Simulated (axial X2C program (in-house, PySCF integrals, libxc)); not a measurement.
# RhC: from the spin-free to the two-component result

Computed with an axial X2C code built on PySCF integrals. Spin-free means the one-electron spin-free X2C Hamiltonian; two-component (2c) means X2C with spin–orbit coupling and atomic mean-field two-electron Coulomb and Gaunt terms, so the difference of the two also holds small scalar two-electron terms. Basis: Rh dyall-cv3z [12s12p8d5f3g], C dyall-v3z [7s6p2d1f] (cores contracted in-house); Gaussian nuclei, density fitting, unrestricted open shells. Masses: Rh 102.906 u, C 12.000 u.

Spin-free state: M_S = 1/2, Λ = 0 (beyond evenly filled blocks: σα); fragments Rh + C.

```json
{"level": "PBE0", "Re (Å)": "1.588", "ωe (cm⁻¹)": "1133.7", "De (eV)": "5.899", "μ (D)": "-1.65"}
{"level": "BLYP", "Re (Å)": "1.628", "ωe (cm⁻¹)": "1053.9", "De (eV)": "6.783", "μ (D)": "-1.56"}
```

Dipoles are positive if C is the positive end.

Two-component determinant lowest at the distance of the search:

Ω = 1/2 (⟨Sz⟩ = 0.50, ⟨Lz⟩ = 0.00 at PBE0); fragments Rh + C.

| level | Re (Å) | ωe (cm⁻¹) | μ (D) |
| --- | --- | --- | --- |
| PBE0 | 1.588 | 1131.3 | -1.65 |
| BLYP | 1.628 | 1051.8 | -1.56 |

**Question.** From the two tables, how do the constants change at the PBE0 level (2c against spin-free)?

**Answer.** At the PBE0 level Re is unchanged within 0.001 Å and ωe falls by 2.4 cm⁻¹.

The state is a single determinant with fixed occupations, the lowest that a limited PBE0 search found. De is counted from the lowest determinant-based energies of the atoms at the same level, without counterpoise correction. De is not given where an atomic determinant may have missed its ground term or J level, or where the truncated virtual space spoils (T). Density functionals use the spin component along the axis (collinear). The functionals have no current-density term, which raises determinants with orbital currents, atoms included.
